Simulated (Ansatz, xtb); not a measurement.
# C3H9BrO2Si: which of two isomers lies lower

Structure a is `C[C@H](CBr)O[SiH2]O`, a singlet and structure b is `CCO[Si@H](Br)OC`, a singlet. Both are isolated molecules in the gas phase, relaxed with B3LYP-D3(BJ)/def2-SVP, each in the lowest conformer that the search found.

Q: Estimate E(b) − E(a) at the level CCSD(T)/def2-SVP + ΔMP2/def2-TZVPP.

A: Calculated at CCSD(T)/def2-SVP + ΔMP2/def2-TZVPP: E(b) − E(a) = −18.9 kcal/mol, so structure b lies lower.

How the difference moves with the method:

```json
{"level": "GFN2-xTB", "geometry": "GFN2-xTB", "E(b) − E(a) (kcal/mol)": "−22.4", "departure from the last row (kcal/mol)": "−3.5", "job, with rough time for the two": "optimisation, 0.29 s"}
{"level": "HF/STO-3G", "geometry": "GFN2-xTB", "E(b) − E(a) (kcal/mol)": "−33.0", "departure from the last row (kcal/mol)": "−14.1", "job, with rough time for the two": "single point, 0.62 s"}
{"level": "r2SCAN-D4/def2-SVP", "geometry": "GFN2-xTB", "E(b) − E(a) (kcal/mol)": "−21.1", "departure from the last row (kcal/mol)": "−2.2", "job, with rough time for the two": "single point, 6.2 s"}
{"level": "B3LYP-D3(BJ)/def2-SVP", "geometry": "B3LYP-D3(BJ)/def2-SVP", "E(b) − E(a) (kcal/mol)": "−20.8", "departure from the last row (kcal/mol)": "−1.9", "job, with rough time for the two": "optimisation, 2.4 min"}
{"level": "HF/def2-SVP", "geometry": "B3LYP-D3(BJ)/def2-SVP", "E(b) − E(a) (kcal/mol)": "−26.6", "departure from the last row (kcal/mol)": "−7.7", "job, with rough time for the two": "part of the CCSD(T) run"}
{"level": "MP2/def2-SVP", "geometry": "B3LYP-D3(BJ)/def2-SVP", "E(b) − E(a) (kcal/mol)": "−20.1", "departure from the last row (kcal/mol)": "−1.2", "job, with rough time for the two": "part of the CCSD(T) run"}
{"level": "CCSD(T)/def2-SVP", "geometry": "B3LYP-D3(BJ)/def2-SVP", "E(b) − E(a) (kcal/mol)": "−20.3", "departure from the last row (kcal/mol)": "−1.4", "job, with rough time for the two": "single point"}
{"level": "CCSD(T)/def2-SVP + ΔMP2/def2-TZVPP", "geometry": "B3LYP-D3(BJ)/def2-SVP", "E(b) − E(a) (kcal/mol)": "−18.9", "departure from the last row (kcal/mol)": "", "job, with rough time for the two": "single point, 3.3 min"}
```

As drawn, b has 1 C–O, 1 Br–Si, 2 C–H in place of 1 C–C, 1 C–Br, 1 Si–H, 1 O–H.

None of the levels shown reverses the order. The largest departure from CCSD(T)/def2-SVP + ΔMP2/def2-TZVPP is that of HF/STO-3G, 14.1 kcal/mol. The last row adds to CCSD(T) the change of the MP2 difference between the two basis sets, here +1.4 kcal/mol.

With thermal terms from frequencies at re-optimised GFN2-xTB minima (ideal gas, soft modes damped towards free rotors, one conformer each, 298.15 K, 1 atm): on the last row, ΔE + ΔZPE = −16.8, ΔH = −16.3, ΔG = −18.1 kcal/mol.

The correlated steps freeze 19 core orbitals; the filled d shell of Br is correlated, in a basis made for valence electrons. Codes used: Ansatz 0.2.0, xtb 6.7.1; the last row on 4 threads of Arm Neoverse V1 on a shared host.
